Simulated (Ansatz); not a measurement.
(H2Al-mu-SH)2 (Al2H6S2), relaxed as a singlet with RKS B3LYP-D4/def2-SVP in Ansatz, starting from the GFN2-xTB geometry. Force threshold 0.02 eV/Å.

Start:

```xyz
10

Al   -0.752    1.344   -0.488
H    -1.616    0.900   -1.689
H    -0.612    2.743    0.129
S     1.412    0.489   -0.957
Al    0.974   -0.931    0.893
H     0.840   -2.342    0.278
H     1.828   -0.479    2.085
S    -1.262   -0.212    1.228
H     0.871   -0.422   -1.783
H    -1.683   -1.090    0.303
```

```csv
step,energy (eV),largest force component (eV/Å),SCF passes
1,-34956.9496,0.603,21
2,-34957.0451,0.278,25
3,-34957.0696,0.190,22
4,-34957.0737,0.089,21
5,-34957.0758,0.014,23
6,-34957.0762,0.015,23
7,-34957.0764,0.014,22
```

Force components are those of the run's own axes.

End:

```xyz
10

Al   -0.771    1.368   -0.506
H    -1.725    1.143   -1.745
H    -0.498    2.719    0.262
S     1.378    0.428   -1.016
Al    0.991   -0.959    0.906
H     1.012   -2.471    0.447
H     1.794   -0.306    2.097
S    -1.294   -0.272    1.167
H     0.935   -0.464   -1.933
H    -1.822   -1.186    0.319
```

By distances, no bond broke or formed. The bond that changes most is Al5–H7, from 1.54 to 1.58 Å (atoms count from 1).

The force fell under the threshold at step 5, but the optimiser went on. No frequencies were taken in this run, so the end may be a saddle point.

It took 12 s on 4 threads of Arm Neoverse V1 on a shared host.
